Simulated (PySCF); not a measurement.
B(OH)(SH)2 (BH₃OS₂), SMILES OB(S)S. Atoms are numbered in the order given.

```xyz
7

B      0.3984     0.0016     0.0000
O      1.7583     0.0317     0.0000
H      2.1868    -0.8346     0.0000
S     -0.6324    -1.5135     0.0000
H      0.3704    -2.4221     0.0000
S     -0.4254     1.6283     0.0000
H     -1.6916     1.1575     0.0000
```

Geometry: TPSSh-D3(BJ)/def2-SVP. The values are those of a single conformer.

Method: B3LYP/pcJ-1 in PySCF.

Isotropic couplings with Fermi-contact, spin-dipole and both spin-orbit terms, one fixed conformer, no vibrational averaging. Isotopes: 11B, 1H.

Q: Estimate the spin–spin coupling constants. (Estimate from the structure and the level; the computed values follow.)

A: 
```json
[
 {"pair": "B1–H3", "bonds apart": "2", "J (Hz)": "-2.8"},
 {"pair": "B1–H5", "bonds apart": "2", "J (Hz)": "-4.2"},
 {"pair": "B1–H7", "bonds apart": "2", "J (Hz)": "-4.1"},
 {"pair": "H3–H7", "bonds apart": "4", "J (Hz)": "2.7"},
 {"pair": "H5–H7", "bonds apart": "4", "J (Hz)": "1.2"}
]
```
